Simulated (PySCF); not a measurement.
C2H9NSi3, SMILES [SiH3]C1=N[SiH2][SiH2]C1.

Coordinates come from a PBE0-D3(BJ)/def2-SVP optimisation. This is a generated structure with no PubChem entry under its InChIKey; it may be hypothetical. Other conformers were not sampled.

Two levels are set side by side: PBE/def2-TZVP (PySCF) and HF/def2-TZVP (PySCF). Same geometry, gas phase. Differences are taken from unrounded values.

| quantity | HF |
|---|---|
| orbital gap (eV) | 12.07 |
| highest occupied level (eV) | -9.46 |
| lowest empty level (eV) | 2.61 |
| dipole moment (D) | 1.98 |
| mean polarisability (bohr³) | 103.6 |

Task: What does PBE give, and how far is it from HF? (The exact figures need the calculation; the answer reports its results.)

Result: 
```csv
quantity,PBE,PBE minus HF
orbital gap (eV),3.21,-8.86
highest occupied level (eV),-5.47,3.98
lowest empty level (eV),-2.26,-4.88
dipole moment (D),1.53,-0.44
mean polarisability (bohr³),119.3,15.7
```

Without exact exchange PBE keeps part of each electron's self-repulsion, which lifts occupied levels and narrows the gap. PBE's more diffuse valence density responds more strongly to a field. Differences between two approximate levels are no errors against the true value.

Rough cost on one machine, each run with all the roots and properties that it gave: HF against PBE about 1/3.
